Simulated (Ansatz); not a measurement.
System: SiNH5, charge 0, singlet. SiNH5 (SMILES N[SiH3]).
B3LYP-D3(BJ)/def2-TZVP minimum from Ansatz (an electronic-structure program):
```xyz
7

Si    -0.5696     0.0696     0.0504
N      1.1309    -0.1284    -0.1512
H     -1.2484    -0.9196    -0.8181
H     -0.9182     1.4495    -0.3595
H     -1.0862    -0.1260     1.4333
H      1.5430    -1.0471    -0.1078
H      1.7680     0.5669     0.2046
```
Charge 0, spin multiplicity 1.

Total energies in hartree (Ansatz). UHF or UKS for unpaired electrons; spin-orbit terms are left out. Correlated methods leave the cores frozen. No relativity. For partners of very few electrons the exact lower level stands in for a higher one.

```csv
species,HF/cc-pV(T+d)Z,CCSD(T)/cc-pV(T+d)Z,HF/cc-pV(Q+d)Z,CCSD(T)/cc-pV(Q+d)Z,CCSDT(Q)/cc-pV(T+d)Z
1: SiNH5 (SMILES N[SiH3]),-346.35302,-346.74827,-346.36184,-346.77961,-346.74944
2: Si (triplet),-288.85649,-288.93344,-288.85845,-288.93781,-288.93426
3: N (quartet),-54.40069,-54.51471,-54.40372,-54.52482,-54.51507
4: H (doublet),-0.49981,-0.49981,-0.49995,-0.49995,-0.49981
```

### Question
Work out the atomisation energy (electronic, to ground-state atoms) in kcal/mol: take Hartree-Fock from cc-pV(Q+d)Z, extrapolate the CCSD(T) correlation energy as X^-3 (X = 3, 4), and add CCSDT(Q) - CCSD(T) in cc-pV(T+d)Z. 1 hartree = 627.51 kcal/mol.

### Answer

Species 1: correlation (64·(-0.41777) - 27·(-0.39525))/37 = -0.43420; step -0.00117; E1 = -346.36184 + (-0.43420) + (-0.00117) = -346.79721
Species 2: correlation (64·(-0.07936) - 27·(-0.07695))/37 = -0.08112; step -0.00082; E2 = -288.85845 + (-0.08112) + (-0.00082) = -288.94039
Species 3: correlation (64·(-0.12110) - 27·(-0.11402))/37 = -0.12627; step -0.00036; E3 = -54.40372 + (-0.12627) + (-0.00036) = -54.53035
Species 4: correlation (64·(0.00000) - 27·(0.00000))/37 = 0.00000; step +0.00000; E4 = -0.49995 + (0.00000) + (+0.00000) = -0.49995
-1·E1 +1·E2 +1·E3 +5·E4 = 0.82672 hartree = 518.8 kcal/mol.
